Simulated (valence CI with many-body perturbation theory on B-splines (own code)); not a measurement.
**Ho³⁴⁺: electric-dipole lines**

Computed by relativistic CI+MBPT: five valence electrons over a frozen Dirac-Fock core [Ar] 3d10, radial functions for each j: 11 s, 11 p, 10 d, 8 f, 5 g, 2 h, with the one-electron correlation potential Σ1, the two-electron term Σ2, the three-electron term Σ3, Breit, model QED; selected CI, second order for the rest, scaled by the run's own slope (own B-spline code, finite nucleus).

No measured spectrum was set against this ion. As an estimate, large intervals hold to a few tenths of a per cent, small ones and those within an open d or f shell to about a per cent. Among the levels kept, up to 2100 cm⁻¹ of a level comes from second order outside the variational space, and about a tenth of that is noise between levels of different J, which matters for small intervals.

Lines 51 to 100 of 558 in falling wavelength, among levels below 403.27 eV, chosen from the strongest by gf and those to the six lowest levels. Wavelengths and rates use the calculated energies. Electric multipoles are in the length gauge with retardation, E1 and E2 with the static RPA response of the core. Weak lines are less certain than strong ones. Lines between different terms over intervals too small for the method are left out, as are lines whose strength nearly cancels. Where a level lies close to another of its J and parity, the split of strength between their lines is uncertain. The highest levels of a list are the least certain.

Levels are named by their leading jj configuration (3d3/2^4 stands for four electrons in 3d with j = 3/2), which in mixed levels can hold well under half, so a name can repeat and another be missing. Letters in brackets count levels of one name in rising energy.

```csv
λ vac (nm),Upper,Lower,A (s⁻¹),S (a.u.) with core polarisation,S without
10.29,(4s 4p1/2 4p3/2^3) J=3/2,(4s^2 4p1/2 4p3/2^2) J=1/2,4.24e+08,9.11e-04,9.64e-04
10.11,(4p1/2^2 4p3/2^2 4d3/2) J=7/2,(4s 4p1/2^2 4p3/2 4d5/2) J=7/2 [a],1.57e+10,6.39e-02,6.82e-02
10.07,(4s^2 4p1/2 4p3/2 4d3/2) J=3/2 [a],(4s^2 4p1/2 4p3/2^2) J=5/2,7.09e+08,1.43e-03,1.51e-03
10.00,(4s^2 4p1/2 4p3/2 4d3/2) J=5/2 [a],(4s^2 4p1/2 4p3/2^2) J=5/2,8.81e+08,2.61e-03,2.74e-03
9.890,(4s 4p1/2^2 4p3/2 4d3/2) J=5/2 [b],(4s 4p1/2^2 4p3/2^2) J=3/2,1.34e+10,3.84e-02,4.10e-02
9.866,(4s 4p1/2 4p3/2^2 4d5/2) J=9/2 [a],(4s^2 4p1/2 4p3/2 4d5/2) J=7/2 [a],2.29e+10,1.09e-01,1.16e-01
9.810,(4s 4p1/2 4p3/2^3) J=3/2,(4s^2 4p1/2 4p3/2^2) J=5/2,1.01e+09,1.89e-03,2.04e-03
9.701,(4s^2 4p1/2 4p3/2 4d3/2) J=3/2 [a],(4s^2 4p1/2 4p3/2^2) J=3/2,1.00e+09,1.81e-03,1.97e-03
9.638,(4s 4p1/2^2 4p3/2^2) J=5/2,(4s^2 4p1/2^2 4p3/2) J=3/2,5.73e+09,1.52e-02,1.63e-02
9.637,(4s 4p1/2 4p3/2^2 4d5/2) J=11/2,(4s^2 4p1/2 4p3/2 4d5/2) J=9/2,1.83e+10,9.69e-02,1.04e-01
9.550,(4s 4p1/2^2 4p3/2 4d3/2) J=3/2 [a],(4s^2 4p1/2^2 4d3/2) J=3/2,8.75e+08,1.50e-03,1.61e-03
9.550,(4s 4p1/2^2 4p3/2 4d3/2) J=1/2 [a],(4s^2 4p1/2^2 4d3/2) J=3/2,1.13e+09,9.70e-04,1.03e-03
9.516,(4s 4p3/2^3 4d5/2) J=9/2,(4s^2 4p3/2^2 4d5/2) J=9/2,1.86e+10,7.91e-02,8.51e-02
9.459,(4s 4p1/2 4p3/2^3) J=3/2,(4s^2 4p1/2 4p3/2^2) J=3/2,2.07e+10,3.46e-02,3.70e-02
9.421,(4s 4p3/2^4) J=1/2 [a],(4s^2 4p3/2^3) J=3/2,1.95e+10,1.61e-02,1.73e-02
9.396,(4s 4p1/2 4p3/2^3) J=5/2,(4s^2 4p1/2 4p3/2^2) J=5/2,1.10e+10,2.69e-02,2.90e-02
9.394,(4s 4p1/2^2 4p3/2 4d5/2) J=7/2 [a],(4s^2 4p1/2^2 4d5/2) J=5/2,1.60e+10,5.23e-02,5.60e-02
9.389,(4s 4p3/2^3 4d5/2) J=9/2,(4s^2 4p3/2^2 4d5/2) J=7/2,2.23e+10,9.11e-02,9.76e-02
9.316,(4s 4p1/2 4p3/2^2 4d5/2) J=7/2 [c],(4s^2 4p1/2 4p3/2 4d5/2) J=5/2 [a],1.59e+10,5.09e-02,5.44e-02
9.271,(4s 4p1/2 4p3/2^2 4d5/2) J=5/2 [g],(4s^2 4p1/2 4p3/2 4d5/2) J=5/2 [b],1.86e+10,4.39e-02,4.70e-02
9.267,(4s^2 4p1/2 4p3/2 4d3/2) J=1/2 [b],(4s^2 4p1/2 4p3/2^2) J=1/2,1.01e+10,7.91e-03,8.50e-03
9.223,(4s 4p1/2 4p3/2^2 4d5/2) J=7/2 [d],(4s^2 4p1/2 4p3/2 4d5/2) J=7/2 [b],1.98e+10,6.12e-02,6.57e-02
9.187,(4s 4p1/2 4p3/2^2 4d5/2) J=5/2 [b],(4s^2 4p1/2 4p3/2 4d5/2) J=3/2 [a],1.82e+10,4.18e-02,4.46e-02
9.182,(4s^2 4p1/2 4p3/2 4f5/2) J=5/2 [a],(4s^2 4p1/2 4p3/2 4d5/2) J=3/2 [c],2.96e+10,6.80e-02,7.27e-02
9.176,(4s^2 4p3/2^2 4d3/2) J=5/2,(4s^2 4p3/2^3) J=3/2,3.68e+09,8.43e-03,8.99e-03
9.157,(4s^2 4p1/2 4p3/2 4d3/2) J=3/2 [b],(4s^2 4p1/2 4p3/2^2) J=1/2,1.71e+09,2.59e-03,2.77e-03
9.147,(4s 4p1/2 4p3/2^2 4d5/2) J=7/2 [f],(4s^2 4p1/2 4p3/2 4d5/2) J=5/2 [b],2.99e+10,9.02e-02,9.67e-02
9.124,(4s^2 4p1/2 4p3/2 4d5/2) J=7/2 [a],(4s^2 4p1/2 4p3/2^2) J=5/2,4.46e+08,1.34e-03,1.41e-03
9.073,(4s 4p1/2 4p3/2^3) J=5/2,(4s^2 4p1/2 4p3/2^2) J=3/2,2.74e+08,6.05e-04,6.55e-04
9.061,(4s 4p1/2^2 4p3/2 4d5/2) J=7/2 [b],(4s^2 4p1/2^2 4d5/2) J=5/2,5.23e+10,1.54e-01,1.64e-01
9.034,(4s 4p1/2 4p3/2^2 4d5/2) J=9/2 [c],(4s^2 4p1/2 4p3/2 4d5/2) J=7/2 [b],1.76e+10,6.39e-02,6.85e-02
8.992,(4s 4p1/2 4p3/2^2 4d3/2) J=7/2 [b],(4s^2 4p1/2 4p3/2 4d3/2) J=7/2,2.93e+10,8.43e-02,9.02e-02
8.984,(4s^2 4p3/2 4d5/2^2) J=11/2,(4s^2 4p3/2^2 4d5/2) J=9/2,1.71e+10,7.34e-02,7.82e-02
8.960,(4s^2 4p1/2 4d5/2^2) J=9/2,(4s^2 4p1/2 4p3/2 4d5/2) J=7/2 [b],3.44e+10,1.22e-01,1.30e-01
8.958,(4s^2 4p1/2 4p3/2 4d5/2) J=3/2 [a],(4s^2 4p1/2 4p3/2^2) J=1/2,1.47e+09,2.08e-03,2.26e-03
8.924,(4s 4p1/2 4p3/2^2 4d5/2) J=7/2 [b],(4s^2 4p1/2 4p3/2 4d3/2) J=5/2 [b],2.84e+10,7.98e-02,8.53e-02
8.923,(4s 4p1/2^2 4p3/2 4d3/2) J=3/2 [b],(4s^2 4p1/2^2 4d3/2) J=3/2,8.38e+10,1.18e-01,1.25e-01
8.887,(4s 4p1/2 4p3/2^2 4d3/2) J=1/2 [b],(4s^2 4p1/2 4p3/2 4d3/2) J=3/2 [a],5.88e+10,4.07e-02,4.35e-02
8.790,(4s 4p1/2 4p3/2^2 4d3/2) J=3/2 [b],(4s^2 4p1/2 4p3/2 4d3/2) J=5/2 [a],7.70e+10,1.03e-01,1.10e-01
8.774,(4s^2 4p1/2 4p3/2 4d3/2) J=3/2 [b],(4s^2 4p1/2 4p3/2^2) J=5/2,1.83e+10,2.44e-02,2.62e-02
8.757,(4s 4p1/2 4p3/2^2 4d3/2) J=1/2 [c],(4s^2 4p1/2 4p3/2 4d3/2) J=3/2 [b],7.40e+10,4.91e-02,5.24e-02
8.736,(4s 4p1/2^2 4p3/2 4d5/2) J=5/2 [b],(4s^2 4p1/2^2 4d5/2) J=5/2,4.73e+10,9.34e-02,9.98e-02
8.732,(4s^2 4p3/2 4d3/2 4d5/2) J=5/2 [c],(4s^2 4p3/2^2 4d3/2) J=3/2 [b],2.84e+10,5.60e-02,5.98e-02
8.718,(4s 4p1/2 4p3/2^2 4d3/2) J=5/2 [d],(4s^2 4p1/2 4p3/2 4d3/2) J=7/2,3.33e+10,6.54e-02,6.99e-02
8.713,(4s 4p1/2 4p3/2^2 4d5/2) J=5/2 [h],(4s^2 4p1/2 4p3/2 4d5/2) J=5/2 [a],3.40e+10,6.66e-02,7.10e-02
8.689,(4s 4p1/2 4p3/2^2 4d3/2) J=7/2 [b],(4s^2 4p1/2 4p3/2 4d3/2) J=5/2 [a],2.89e+10,7.48e-02,8.00e-02
8.688,(4s 4p1/2 4p3/2^2 4d3/2) J=1/2 [d],(4s^2 4p1/2 4p3/2 4d3/2) J=3/2 [b],7.81e+10,5.05e-02,5.38e-02
8.682,(4s^2 4p1/2 4d3/2 4d5/2) J=7/2,(4s^2 4p1/2 4p3/2 4d3/2) J=7/2,1.13e+11,2.92e-01,3.10e-01
8.670,(4s 4p1/2 4p3/2^2 4d3/2) J=5/2 [c],(4s 4p1/2 4p3/2^3) J=3/2,2.43e+10,4.69e-02,5.00e-02
8.665,(4s^2 4p3/2 4d3/2^2) J=3/2 [c],(4s^2 4p3/2^2 4d3/2) J=1/2,4.30e+10,5.52e-02,5.89e-02
```
